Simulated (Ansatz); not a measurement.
Consider the isomerisation: `C=C1O[SiH]1N` → `OC1N=C1[SiH3]`.

Computed with Ansatz on PBE0-D4/def2-TZVP structures; ΔE is electronic, products minus reactants. CCSD(T)/CBS is the MP2 limit (def2-TZVPP, def2-QZVPP) plus CCSD(T) − MP2 in def2-TZVPP, frozen cores. Functionals use def2-TZVPP. B3LYP here is the variant with VWN-RPA as its local correlation; programs differ in this. Each species was taken in one conformer, which may not be the lowest.

```tsv
level	ΔE (kJ/mol)	difference from CCSD(T)/CBS
LDA (SPW92)	226.6	7.0
PBE-D4	211.5	-8.1
revPBE-D4	204.2	-15.4
B97M-V	224.7	5.1
r2SCAN0-D4	224.5	4.9
ωB97X-V	206.6	-13.0
revPBE	203.5	-16.1
B3LYP	219.2	-0.4
r2SCAN0	224.3	4.7
CCSD(T)/def2-SVP	154.2	-65.4
HF/def2-TZVPP	204.4	-15.2
HF/def2-QZVPP	206.8	-12.8
MP2/def2-QZVPP	223.2	3.6
SCS-MP2/def2-QZVPP	215.4	-4.2
HF/CBS(def2)	207.2	-12.4
CCSD/CBS(def2)	219.6	0.0
CCSD(T)/CBS	219.6	0
```

Largest T1 diagnostic among the species: 0.014.

From BLYP to BHLYP (50 % exact exchange), in def2-TZVPP and without D4, ΔE moves by +4.2 kJ/mol. At CCSD(T), def2-SVP lies −65.4 kJ/mol from the extrapolated value and def2-TZVPP −9.4 kJ/mol. Leaving LDA and LC-ωPBE aside and taking each functional with its dispersion term where it has one, the values, not all of them listed here, spread over 22.5 kJ/mol, from revPBE-D4 to r2SCAN-D4. LDA lies +15.9 kJ/mol from PBE without D4.

CCSD(T)/CBS has its own doubt, a few kJ/mol and more with outer-core shells, so smaller differences from it don't rank the levels.
